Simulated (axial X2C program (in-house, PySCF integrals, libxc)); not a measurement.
**Worked dissociation energy of InP: CCSD, spin-free**

All values were computed with an axial X2C code built on PySCF integrals. Spin-free means the one-electron spin-free X2C Hamiltonian. Basis: In dyall-cv3z [11s12p9d4f1g], P dyall-v3z [8s7p2d1f] (cores contracted in-house); Gaussian nuclei, density fitting, unrestricted open shells. Masses: In 114.904 u, P 30.974 u.

Molecular state: M_S = 1, Λ = 0 (beyond evenly filled blocks: π+α, π-α).

Correlated methods: 8 electrons correlated (number of frozen shells: In 4 s, 3 p, 2 d; P 2 s, 1 p), 230 virtual spin orbitals or spinors in MP2, 90 natural virtuals in coupled cluster.

```
E(In) (2M_S = 1, M_L = 0) : -5878.363518 hartree
E(P) (2M_S = 3, M_L = 0)  : -341.638602 hartree
E(InP) at Re              : -6220.061450 hartree
ωe                        : 253.8 cm⁻¹
ωexe                      : 0.849 cm⁻¹
```

(1) Work out De and D0.

De is counted from the lowest determinant-based energies of the atoms at the same level, without counterpoise correction. CCSD ran in a truncated set of natural virtual spinors with an MP2 remainder; without triples it tends to underbind. The state is one determinant with fixed occupations, lowest in a PBE0 search at one distance only: followed along the bond, the 2c determinant Ω = 1 reaches 0.25 eV lower at PBE0, at Re = 2.646 Å, so the state shown is not the lowest. With the outer-core shells frozen, correlated bond lengths of heavy atoms tend to come out a few hundredths of an ångström too long. Spin-free De lacks the spin–orbit lowering of the heavy p-block atom, a tenth of an eV or more for 4p and 5p, up to an eV for 6p and one to two eV for 7p atoms, less what an open-shell molecule gains itself. With spin–orbit coupling the lowest determinant has another configuration, so this spin-free state is a model.

Each atomic determinant is the lowest at this level and need not be a pure term. Totals compare only within one Hamiltonian and basis.

Answers

(1) De = -5878.363518 + (-341.638602) − (-6220.061450) = 0.05933 hartree = 1.614 eV. The zero-point energy is ωe/2 − ωexe/4 = 127 cm⁻¹ = 0.016 eV, so D0 = 1.599 eV.
